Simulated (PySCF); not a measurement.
## Correlation energy of Xe (xenon, neutral)

[Xe], closed-shell 1S. All numbers are calculated (PySCF 2.14, a scalar-relativistic core potential, in def2-TZVP with the def2 core potential (28 electrons) (6s5p3d2f, 50 functions)). Frozen: 4s2 4p6 4d10; 8 electrons correlated.

MP2 pair energies summed by pair of shells (mhartree):

```csv
pair,energy,share (%)
5p-5p,-105.31,72.6
5s-5p,-33.43,23.1
5s-5s,-6.22,4.3
```

Total MP2 correlation energy: -144.96 mhartree.

Same-spin part -35.90 and opposite-spin part -109.06 mhartree; SCS-MP2 scales them by 1/3 and 6/5 to -142.84 mhartree.

| level | correlation energy (mhartree) |
| --- | --- |
| CCSD | -160.06 |
| (T) | -4.91 |
| CCSD(T) | -164.97 |

Diagnostics: T1 = 0.0031, D1 = 0.0076, largest double amplitude 0.044.

Cost of the coupled-cluster step: 0.33 s of wall time on 1 thread of Neoverse-V2 (shared host), for 8 correlated electrons.
